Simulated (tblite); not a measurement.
Species: C2H9AsSi.
SMILES with atom numbers: `[CH3:1][CH2:2][AsH:3][SiH3:4]` (hydrogens: H5, H6, H7 on C1; H8, H9 on C2; H10 on As3; H11, H12, H13 on Si4)

Computed with GFN2-xTB (tblite), gas phase: L-BFGS steps from a force-field or distance-geometry start until the largest atomic force falls under 0.01 eV/Å.

Step 5: E = -352.1501 eV
```
atom  x, y, z in Å  |  force x, y, z in eV/Å
C1     -2.0283    0.2691   -0.3632   -0.347   0.317  -0.115
C2     -0.9276   -0.7639   -0.1590   -0.011  -0.044   0.062
As3     0.2992    0.3157    1.0874   -0.025  -0.549  -0.014
Si4     2.3785    0.3765   -0.0073   -0.193  -0.045   0.125
H5     -1.5777    1.2650   -0.3906   -0.107   0.105  -0.156
H6     -2.6095    0.1674   -1.2742   -0.067  -0.321  -0.127
H7     -2.7141    0.2588    0.4834   -0.026   0.010   0.024
H8     -1.3599   -1.6903    0.2534    0.308   0.335   0.201
H9     -0.5139   -1.0637   -1.1361    0.324   0.332   0.370
H10     0.5307   -0.6996    2.2268    0.230  -0.023  -0.515
H11     2.1602    0.7398   -1.4307    0.016  -0.157   0.248
H12     3.3533   -0.7299    0.0746   -0.191   0.088  -0.053
H13     3.0049    1.5557    0.6177    0.089  -0.048  -0.049
```

Step 6: E = -352.2158 eV
```
atom  x, y, z in Å  |  force x, y, z in eV/Å
C1     -2.0377    0.2721   -0.3684   -0.425   0.439  -0.098
C2     -0.9243   -0.7392   -0.1439   -0.055  -0.496  -0.107
As3     0.2831    0.3175    1.1025    0.060  -0.275  -0.102
Si4     2.3539    0.3761    0.0026    0.208  -0.334   0.383
H5     -1.5856    1.2746   -0.4088   -0.262  -0.069  -0.138
H6     -2.6199    0.1481   -1.2856    0.079  -0.264   0.122
H7     -2.7240    0.2596    0.4878    0.100   0.069  -0.202
H8     -1.3442   -1.6820    0.2625    0.303   0.495   0.168
H9     -0.4911   -1.0491   -1.1136    0.251   0.404   0.395
H10     0.5545   -0.7155    2.1754    0.220  -0.191  -0.262
H11     2.1640    0.7270   -1.4037   -0.085  -0.061  -0.138
H12     3.3594   -0.7373    0.0664   -0.459   0.312  -0.020
H13     3.0076    1.5487    0.6090    0.066  -0.028   0.000
```

Step 7: E = -352.2665 eV
```
atom  x, y, z in Å  |  force x, y, z in eV/Å
C1     -2.0503    0.2785   -0.3742   -0.280   0.290  -0.073
C2     -0.9230   -0.7206   -0.1317   -0.113  -0.501  -0.191
As3     0.2682    0.3185    1.1150    0.133  -0.026  -0.137
Si4     2.3348    0.3703    0.0185    0.409  -0.372   0.416
H5     -1.5975    1.2827   -0.4282   -0.344  -0.134  -0.124
H6     -2.6285    0.1266   -1.2940    0.136  -0.192   0.248
H7     -2.7322    0.2617    0.4886    0.123   0.121  -0.305
H8     -1.3259   -1.6681    0.2740    0.195   0.444   0.177
H9     -0.4659   -1.0296   -1.0875    0.196   0.394   0.276
H10     0.5806   -0.7352    2.1241    0.207  -0.347  -0.029
H11     2.1661    0.7144   -1.3817   -0.149  -0.013  -0.344
H12     3.3582   -0.7399    0.0586   -0.560   0.354   0.034
H13     3.0110    1.5414    0.6009    0.048  -0.019   0.052
```

Step 8: E = -352.3209 eV
```
atom  x, y, z in Å  |  force x, y, z in eV/Å
C1     -2.0663    0.2869   -0.3821   -0.024   0.002  -0.046
C2     -0.9244   -0.7021   -0.1201   -0.111  -0.207  -0.197
As3     0.2527    0.3218    1.1278    0.223   0.132  -0.055
Si4     2.3189    0.3583    0.0437    0.452  -0.185   0.166
H5     -1.6178    1.2906   -0.4536   -0.365  -0.127  -0.115
H6     -2.6368    0.0983   -1.3000    0.128  -0.111   0.278
H7     -2.7408    0.2667    0.4846    0.071   0.163  -0.311
H8     -1.3024   -1.6463    0.2911    0.006   0.226   0.201
H9     -0.4325   -1.0005   -1.0536    0.137   0.312   0.037
H10     0.6156   -0.7664    2.0634    0.158  -0.428   0.155
H11     2.1659    0.6992   -1.3614   -0.184  -0.017  -0.342
H12     3.3480   -0.7382    0.0501   -0.529   0.250   0.114
H13     3.0157    1.5323    0.5924    0.039  -0.010   0.115
```

Question: Estimate the geometry and energy of step 9. (The exact step hangs on the optimiser's Hessian estimate; all steps are aligned on step 8, rigid shifts and turns removed.)

Answer: E = -352.3582 eV, largest force 0.437 eV/Å
```
atom  x, y, z in Å  |  force x, y, z in eV/Å
C1     -2.0769    0.2916   -0.3886    0.158  -0.194  -0.019
C2     -0.9280   -0.6907   -0.1158   -0.007   0.103  -0.095
As3     0.2471    0.3229    1.1349    0.279   0.134   0.088
Si4     2.3155    0.3486    0.0624    0.273   0.115  -0.143
H5     -1.6384    1.2946   -0.4732   -0.306  -0.058  -0.122
H6     -2.6407    0.0760   -1.2998    0.054  -0.075   0.178
H7     -2.7459    0.2734    0.4767   -0.022   0.161  -0.214
H8     -1.2863   -1.6275    0.3081   -0.130   0.017   0.183
H9     -0.4061   -0.9740   -1.0302    0.081   0.198  -0.159
H10     0.6425   -0.7953    2.0247    0.088  -0.383   0.192
H11     2.1623    0.6878   -1.3529   -0.180  -0.045  -0.200
H12     3.3304   -0.7328    0.0470   -0.339   0.021   0.161
H13     3.0201    1.5258    0.5891    0.049   0.006   0.151
```

The energy changes by -0.0373 eV. The first-order estimate −F·Δx gives -0.0534 eV and the mean of the old and new forces, exact on a quadratic surface, -0.0374 eV. The step makes an angle of 65° with the force vector and moves no atom by more than 0.055 Å.

What follows is the cost of the whole relaxation. The run took 0.75 s of wall time on Arm Neoverse V1, one thread (shared host).
